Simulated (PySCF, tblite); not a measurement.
Species: C6H10N2O.
Z-matrix (Å and degrees, GFN2-xTB geometry), rows numbered from 1:
```
C 
C   1  1.5252
C   2  1.5258  1  110.64
C   2  1.5397  1  109.80  3   122.20
C   4  1.4779  2  111.04  1   174.06
N   5  1.3020  4  127.63  2   -63.45
C   6  1.3558  5  102.84  4   178.92
N   7  1.2981  6  113.65  5     0.03
O   5  1.3378  4  120.43  2   115.41
H   1  1.0880  2  110.48  3   -60.92
H   1  1.0870  2  110.17  3    58.79
H   1  1.0872  2  110.87  3   178.72
H   2  1.0944  1  109.23  3  -119.96
H   3  1.0871  2  110.25  1   -58.63
H   3  1.0883  2  110.57  1    61.22
H   3  1.0876  2  110.98  1  -178.38
H   4  1.0917  2  109.08  1    54.78
H   4  1.0910  2  110.39  1   -65.37
H   7  1.0696  6  123.32  5  -179.92
```

Method: PBE0/pcSseg-1 in PySCF (dipole) on a GFN2-xTB geometry, gas phase.

Masses are those of the commonest isotopes; rigid-rotor values at the optimised geometry. The values belong to one conformer with, in the numbering `[CH3:1][CH:2]([CH3:3])[CH2:4][c:5]1[n:6][cH:7][n:8][o:9]1`, C1–C2–C4–C5 174°, C2–C4–C5–N6 -63°.

Problem. Give the principal moments of inertia and the rotational constants in cm⁻¹.

Solution. Ia = 119.92, Ib = 539.07, Ic = 555.46 u·Å²; 505379 MHz·u·Å²/I gives 4214, 937.5 and 909.8 MHz, that is A = 0.14057, B = 0.03127, C = 0.03035 cm⁻¹.

Problem. Classify the top.

Solution. A near-prolate asymmetric top; Ray's κ = -0.983.

Problem. Is it planar, by Δ = Ic − Ia − Ib?

Solution. Not planar: Δ = Ic − Ia − Ib = -103.52 u·Å². For a rigid frame Δ = −2 Σ m c², so Σ m c² = 51.76 u·Å² lies off the ab plane: 12.75 from hydrogen and 39.01 from heavier atoms. The atom farthest from that plane is 1.64 Å away.

Problem. Where do the levels up to J = 2 lie, in MHz?

Solution. Above 0(0,0):
J = 1: 1(0,1) 1847, 1(1,1) 5124, 1(1,0) 5152
J = 2: 2(0,2) 5542, 2(1,2) 8791, 2(1,1) 8874, 2(2,1) 18705, 2(2,0) 18705
The levels of one J sum to (2J + 1)J(J + 1)(A + B + C)/3.

Problem. Which lines would a microwave search look for?

Solution. The dipole components are |μa| = 2.12 D, |μb| = 0.66 D, |μc| = 0.13 D. The squared components, which scale the intensities, stand as 1.00 : 0.10 : 0.00 (a : b : c). Some lines, for components of 0.1 D or more:

```tsv
type	branch	J(Ka,Kc)	MHz	lower level (cm⁻¹)
c	Q	3(1,3) ← 3(0,3)	3208	0.370
b	Q	3(1,2) ← 3(0,3)	3374	0.370
c	R	1(1,0) ← 0(0,0)	5152	0.000
a	R	4(0,4) ← 3(0,3)	7388	0.370
b	Q	2(2,1) ← 2(1,2)	9913	0.293
b	Q	4(2,3) ← 4(1,4)	10011	0.721
c	R	4(1,3) ← 3(0,3)	10819	0.370
b	R	2(2,0) ← 1(1,1)	13581	0.171
b	Q	4(3,2) ← 4(2,3)	16454	1.055
c	R	4(2,3) ← 3(1,3)	17344	0.477
b	R	3(3,1) ← 2(2,0)	21995	0.624
b	R	4(3,1) ← 3(2,2)	23843	0.809
```

Problem. Estimate the classical rotational partition function at 10 K, 200 K and 500 K.

Solution. Point group C1, symmetry number σ = 1; q = (√π/σ)·√((kT/h)³/(ABC)), k/h = 20836.6 MHz/K: 2810 at 10 K, 251000 at 200 K, 994000 at 500 K.

Its GFN2-xTB frequencies are all real (lowest 25 cm⁻¹). Zero-point vibration and centrifugal distortion are left out. A rigid rotor knows nothing of internal rotation, which can split or shift real lines. Quadrupole hyperfine structure (14N) is left out.

The run took 38 s of wall time on an Arm Neoverse V1 with one thread, shared host with 32 logical CPUs at a one-minute load of 21, and the process peaked at 0.90 GiB of memory. This is the PBE0/pcSseg-1 job that gave the dipole, with the shieldings it also computed.
